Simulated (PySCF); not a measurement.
[Tm(OH)4]− at several levels of theory

Computed with PySCF 2.14.0 (density fitting, no spin-orbit coupling) at the geometry relaxed with PBE0:

```xyz
9
[Tm(OH)4]− (singlet in the valence; each metal's 4f electrons, 12 of them, lie in its core potential, out of spins and levels; a saddle point, relaxed within its symmetry)
Tm    0.0101    0.0028    0.0022
O     1.1652    1.2717    1.1837
H     1.9115    1.5782    1.6925
O    -1.1918   -1.2613    1.1802
H    -2.1356   -1.3632    1.3081
O     1.2492   -1.1937   -1.1872
H     1.3887   -2.0544   -1.5779
O    -1.2877    1.1519   -1.1685
H    -1.5594    2.0288   -1.4332
```

```
level                                                 basis    state  HOMO (eV)  gap (eV)  charge on Tm1 (e)  population of f-type functions on Tm1 (polarisation alone where 4f lies in the core)  dipole about the centre of mass (D)  largest force component (eV/Å)
 PBE0     Tm lcecp-1-SVP with ECP58, O def2-SVP, H def2-SVP  singlet      -2.35      6.65               0.77                                                                                  0.07                                 0.51                            0.02
   HF                                              the same  singlet      -6.76     12.98               1.36                                                                                  0.07                                 0.55                            1.30
 PBE0  Tm lcecp-1-TZVP with ECP58, O def2-TZVP, H def2-TZVP  singlet      -2.76      6.77               1.49                                                                                  0.08                                 0.51                            0.31
```

In the lcecp rows the 4f levels are missing from HOMO and gap, and the state counts the valence alone.

Charges are Mulliken's, which hang on the basis. The relaxation used the grid (50, 194), these runs (75, 302) or, all-electron (x2c bases, spin-free X2C Hamiltonian), (99, 590).

Q: What does TPSS with Tm lcecp-1-SVP with ECP58, O def2-SVP, H def2-SVP give here?

A: state singlet, HOMO (eV) -0.74, gap (eV) 4.60, charge on Tm1 (e) 0.63, population of f-type functions on Tm1 (polarisation alone where 4f lies in the core) 0.07, dipole about the centre of mass (D) 0.48, largest force component (eV/Å) 0.55. Time: 16 s on 2 threads of Arm Neoverse N1, with other jobs on the host, from an already converged density.

In the first row's basis the gap widens with exact exchange: 4.6 eV for TPSS (none); 6.6 eV for PBE0 (a fixed share); 13.0 eV for Hartree–Fock (rising or full at long range).

An lcecp potential fixes the number of 4f electrons, so in runs with it no electron can move into or out of that shell.
